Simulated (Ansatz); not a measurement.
`C[S][Mg][Br]`, relaxed with RKS PBE0-D4/def2-TZVP in Ansatz from a PBE-D4/def2-SVP geometry. The force threshold is 0.005 eV/Å; the program also tests the step.

Total charge 0; spin multiplicity 1.

Start:

```xyz
7

C    -1.032   -0.570    0.519
S     0.783   -0.804    0.791
Mg    1.735    0.730   -0.653
Br    2.760    2.282   -2.111
H    -1.333   -0.787   -0.525
H    -1.543   -1.296    1.179
H    -1.371    0.445    0.799
```

(1) By how much does the energy fall, and how many steps does the optimiser take? (An estimate is asked.)

(2) Which bonds change most? (An estimate is asked.)

(3) Give the relaxed structure. (An estimate is asked.)

## Answers

(1) Computed: 3.24 kJ/mol, in 5 steps.

(2) Computed: S2–Mg3 from 2.312 to 2.276 Å; Mg3–Br4 from 2.364 to 2.332 Å; C1–S2 from 1.850 to 1.828 Å; C1–H5 from 1.107 to 1.090 Å.

(3) Ansatz gave: 
```xyz
7

C    -1.018   -0.560    0.509
S     0.773   -0.801    0.783
Mg    1.730    0.705   -0.629
Br    2.691    2.255   -2.083
H    -1.306   -0.775   -0.520
H    -1.531   -1.268    1.160
H    -1.340    0.445    0.779
```
